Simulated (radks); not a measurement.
The numbers below are computed, except where a source is named.
Problem. Neutral potassium, [Ar] 4s1. Level of theory: non-relativistic Kohn-Sham, exchange-only LDA, spin-polarised, spherical densities, point nucleus (a radial shooting solver on a logarithmic mesh with Libxc functionals). Every spin shell is full or empty, so the densities are truly spherical. Functionals are evaluated on that one density, not self-consistently. Rank these exchange functionals by their error against the exact value of the orbitals, and give that value: LDA, B88, PBE, RPBE, PW91, WC, B86b, G96, APBE, MVS.

Solution. Exact: -32.5582 hartree. From best to worst, with 100 (|E| - |E exact|)/|E exact| (equal figures are ties): B88 +0.01, RPBE -0.03, PW91 -0.08, B86b +0.09, G96 +0.12, MVS -0.18, PBE -0.51, APBE +0.58, WC -1.45, LDA -7.47.
